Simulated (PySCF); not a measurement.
# Electron correlation in Ru+ (ruthenium, charge +1)

[Kr] 4d6 5p1, one real determinant (an excited configuration). Computed with PySCF 2.14 in x2c-TZVPPall, with the spin-free X2C one-electron Hamiltonian (Gaussian nucleus). Frozen: [Kr]; 7 electrons correlated.

```csv
level,correlation energy (mhartree)
CCSD,-128.03
(T),-3.64
CCSD(T),-131.67
```

Diagnostics: T1 = 0.010, D1 = 0.0364, largest double amplitude 0.068.

The real determinant used has ⟨L²⟩ near 8 against 12 for a pure F term, so it mixes terms.

Cost of the coupled-cluster step: roughly 10 core-seconds, for 7 correlated electrons.

The basis was made for the ground configuration and has no added diffuse functions, which can raise the energy of the promoted electron.

The reference is one real determinant that mixes LS terms of this configuration.
